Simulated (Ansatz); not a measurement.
Cs₃F₃⁺ (the lowest doublet isomer of a short search). Total charge 1; doublet. Geometry PBE0-D4/def2-SVP, basis def2-TZVP, Ansatz.

```tsv
atom	x (Å)	y (Å)	z (Å)
Cs1	2.3027	0.7344	-1.3788
Cs2	-2.8566	2.1610	0.4029
Cs3	0.1337	-2.5772	1.0387
F4	-1.2363	-0.0394	0.6915
F5	2.0562	-1.5596	-0.2919
F6	-0.3995	1.2807	-0.4624
```

```
run  HOMO (eV)  LUMO (eV)
  A      -9.93      -7.29
  B     -10.20      -6.84
  C     -12.60      -4.72
  D      -8.61      -8.31
  E      -8.76      -7.96
  F     -12.88      -4.63
```

In the def2 sets Cs takes a core potential; there is no spin–orbit coupling. LC-ωPBE has ω = 0.4 bohr⁻¹. B3LYP takes the VWN-RPA correlation. In the doublet, F4 and F6 lie 1.94 Å apart (atoms count from 1), so these atoms are partly bonded to each other. The structure comes from a short search, and lower isomers may exist.

HOMO and LUMO are taken over both spins.

Question: The runs used B3LYP, LC-ωPBE, PBE, PBE0, r2SCAN, ωB97M-V. Estimate which is which.

Answer: A B3LYP (20 % exact exchange); B PBE0 (25 % exact exchange); C ωB97M-V (range-separated); D PBE (0 % exact exchange); E r2SCAN (0 % exact exchange); F LC-ωPBE (range-separated). Exact exchange lowers occupied and raises empty levels; among semilocal functionals meta-GGAs tend to open the gap a little, and such runs are hard to tell apart. The gap grows from 0.30 eV (PBE) to 8.25 eV (LC-ωPBE).
